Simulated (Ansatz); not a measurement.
Program: Ansatz. Geometries: PBE0-D4/def2-TZVP. ΔE: electronic, gas phase. CCSD(T)/CBS adds triple-zeta CCSD(T) − MP2 to the extrapolated MP2 energy (def2 sets, frozen cores). This one scheme is used for every species. Functionals use def2-TZVPP. B3LYP here is the variant with VWN-RPA as its local correlation; programs differ in this. HSE06 is defined as in plane-wave codes. Triplets are unrestricted, without spin–orbit coupling.

`C[B](F)[AlH2]` → `F[BH][AlH2]` + `[CH2]` (triplet)  (formal loss of a carbene)

| level | ΔE (eV) | difference from CCSD(T)/CBS |
| --- | --- | --- |
| BLYP-D4 | 5.03 | -0.06 |
| PBE0-D4 | 5.11 | 0.02 |
| HSE06-D4 | 5.11 | 0.02 |
| ωB97X-V | 5.21 | 0.12 |
| ωB97M-V | 5.15 | 0.06 |
| r2SCAN | 4.91 | -0.18 |
| PBE0 | 5.06 | -0.03 |
| B3LYP | 4.95 | -0.14 |
| r2SCAN0 | 4.86 | -0.23 |
| HSE06 | 5.07 | -0.02 |
| LC-ωPBE | 5.01 | -0.08 |
| RPA@PBE/def2-TZVPP | 4.84 | -0.25 |
| HF/def2-SVP | 3.62 | -1.47 |
| CCSD/def2-SVP | 4.80 | -0.29 |
| CCSD(T)/def2-SVP | 4.88 | -0.21 |
| MP2/def2-QZVPP | 5.18 | 0.09 |
| CCSD(T)/CBS | 5.09 | 0 |

(1) What do rigid-rotor, harmonic-oscillator terms from PBE0-D4/def2-TZVP frequencies (298.15 K, 1 bar) make of the CCSD(T)/CBS value? (Estimate.)

Largest T1 diagnostic among the species: 0.014.

## Answers

(1) Ansatz gave: ΔZPE = -0.29 eV, ΔH = +4.85 eV, ΔS = 144 J/(mol·K), ΔG = +4.41 eV. Open shells count their whole term as degenerate. Modes under 50 cm⁻¹ make the entropy rough.

From r2SCAN to r2SCAN0 (25 % exact exchange), in def2-TZVPP and without D4, ΔE moves by −0.05 eV. Leaving LDA and LC-ωPBE aside and taking each functional with its dispersion term where it has one, the values, not all of them listed here, spread over 0.34 eV, from r2SCAN0-D4 to PBE-D4. LDA lies +0.79 eV from PBE without D4.
